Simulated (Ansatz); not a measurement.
Cost and result for the atomization energy of C2H7BN (`CC[B]N`) radical (11 atoms, 10 bonds).

```xyz
11

C    -1.613    0.282    0.309
C    -0.102    0.273    0.535
B     0.761    0.203   -0.764
N     1.898   -0.550   -0.975
H    -2.161    0.367    1.251
H    -1.907    1.118   -0.330
H    -1.946   -0.635   -0.185
H     0.188    1.196    1.056
H     0.171   -0.548    1.216
H     2.287   -1.175   -0.280
H     2.424   -0.531   -1.832
```

Charge 0, multiplicity 2. Geometry: relaxed with PBE0-D4/def2-TZVP. It is one conformer, not always the lowest. Program: Ansatz. All runs use 4 threads of an Intel Xeon Platinum 8488C on a shared host. Times are those of one run each, without the atoms' runs, and a repeat can differ threefold. Electronic energies, without spin–orbit coupling; frozen cores. CCSD(T)/CBS adds CCSD(T) − MP2 in def2-TZVPP to the MP2 limit, and its time is that of the two runs behind it. T1 = 0.012; ⟨S²⟩ of the reference is 0.76. B3LYP takes the VWN-RPA correlation (the form of Gaussian; ORCA's B3LYP/G). HSE06 is the plane-wave form, built on full-range PBE exchange.

CCSD(T)/CBS is a level of theory with its own doubt, some kJ/mol a heavy atom from the limit and from the frozen cores, so smaller differences don't rank the functionals.

| level | functions | wall time |
| --- | --- | --- |
| LDA (SPW92)/def2-TZVPP | 222 | 1.1 s |
| BLYP-D4/def2-TZVPP | 222 | 1.7 s |
| B3LYP-D4/def2-TZVPP (with forces) | 222 | 2.3 s |
| BHLYP-D4/def2-TZVPP | 222 | 2.5 s |
| r2SCAN-D4/def2-TZVPP (with forces) | 222 | 2.7 s |
| HSE06-D4/def2-TZVPP | 222 | 2.9 s |
| PBE0-D4/def2-TZVPP | 222 | 3 s |
| r2SCANh-D4/def2-TZVPP | 222 | 3.7 s |
| B97M-V/def2-TZVPP | 222 | 4.9 s |
| CCSD(T)/def2-SVP | 91 | 5.5 s |
| MP2/def2-QZVPP | 438 | 14 s |
| CCSD(T)/def2-TZVPP | 222 | 5.5 min |
| CCSD(T)/CBS(def2) | – | 5.7 min |

(1) What atomization energy does each give, and how far from CCSD(T)/CBS? (An estimate is asked.)

Results:

(1) Ansatz gave: 
```
                             level  atomization (kJ/mol)  difference from CCSD(T)/CBS  per bond
            LDA (SPW92)/def2-TZVPP                4712.0                        588.7      58.9
                BLYP-D4/def2-TZVPP                4151.6                         28.3       2.8
 B3LYP-D4/def2-TZVPP (with forces)                4166.1                         42.8       4.3
               BHLYP-D4/def2-TZVPP                4062.3                        -61.0      -6.1
r2SCAN-D4/def2-TZVPP (with forces)                4165.5                         42.2       4.2
               HSE06-D4/def2-TZVPP                4181.3                         58.0       5.8
                PBE0-D4/def2-TZVPP                4178.3                         55.0       5.5
             r2SCANh-D4/def2-TZVPP                4146.9                         23.6       2.4
                 B97M-V/def2-TZVPP                4153.1                         29.8       3.0
                  CCSD(T)/def2-SVP                3948.1                       -175.2     -17.5
                    MP2/def2-QZVPP                4131.5                          8.2       0.8
                CCSD(T)/def2-TZVPP                4027.3                        -96.0      -9.6
                 CCSD(T)/CBS(def2)                4123.3                          0.0       0.0
```

From r2SCAN to r2SCAN0 (25 % exact exchange), in def2-TZVPP and without D4, the atomization energy moves by −45.7 kJ/mol: exact exchange takes away binding that semilocal exchange gives to molecules. In def2-TZVPP, CCSD(T) changes the Hartree–Fock value by +928.7 kJ/mol (the triples alone add +49.1 kJ/mol) and MP2 by +976.1 kJ/mol; breaking electron pairs costs correlation energy, which Hartree–Fock lacks. Leaving LDA and LC-ωPBE aside and taking each functional with its dispersion term where it has one, the values, not all of them listed here, spread over 175.6 kJ/mol, from BHLYP-D4 to PBE-D4. LDA lies +489.9 kJ/mol from PBE without D4, its usual overbinding.
